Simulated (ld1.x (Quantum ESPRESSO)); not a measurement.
Configuration tests for Ti (Z = 22) (PAW)

- Element: Ti
- Generator: ld1.x (Quantum ESPRESSO) 7.5
- Type: PAW
- Functional: PBE
- Relativity: scalar-relativistic
- Frozen core: [Ne]
- Valence charge: 12
- Reference configuration: 3s2 3p6 3d2 4s1.5 4p0.5
- Partial waves: 3s (bound): rcut 1.60, rcutus 1.70 bohr; 4s (bound): rcut 1.60, rcutus 1.70 bohr; 3p (bound): rcut 1.85, rcutus 2.15 bohr; 4p (bound): rcut 1.85, rcutus 2.15 bohr; 3d (bound): rcut 1.70, rcutus 2.25 bohr; 3d channel at 1.6 Ry: rcut 1.70, rcutus 2.25 bohr
- Local potential: all-electron potential smoothed inside 2.10 bohr (lloc = -1)
- Core correction: Bessel-smoothed model core inside 1.50 bohr
- Augmentation charge: PSQ, radius 1.65 bohr

Energies are relative to the spin-unpolarised reference configuration 3s2 3p6 3d2 4s1.5 4p0.5; without spin polarisation the order of configurations can differ from experiment. Not all tests gave a result: 1 of 7 tests not solved or not reliable. Left out of the table: 3s2 3p6 3d0 4s0 4p0 (solver errors, printed error -674 eV).

| valence configuration | charge | ΔE all-electron (eV) | error AE − PS (meV) |
| --- | --- | --- | --- |
| 3s2 3p6 3d2 4s2 4p0 | 0 | -1.519 | +0.3 |
| 3s2 3p6 3d2 4s1 4p0 | +1 | 5.828 | -0.6 |
| 3s2 3p6 3d2.5 4s1.5 4p0 | 0 | -1.166 | -1.0 |
| 3s2 3p6 3d2 4s0 4p2 | 0 | 4.769 | +3.1 |
| 3s2 3p6 3d1 4s2 4p0 | +1 | 8.226 | -9.1 |

What are ΔE and the potential's error for 3s2 3p6 3d2 4s0 4p0?

ΔE = 19.400 eV all-electron; the error (AE − PS) is -3.6 meV.
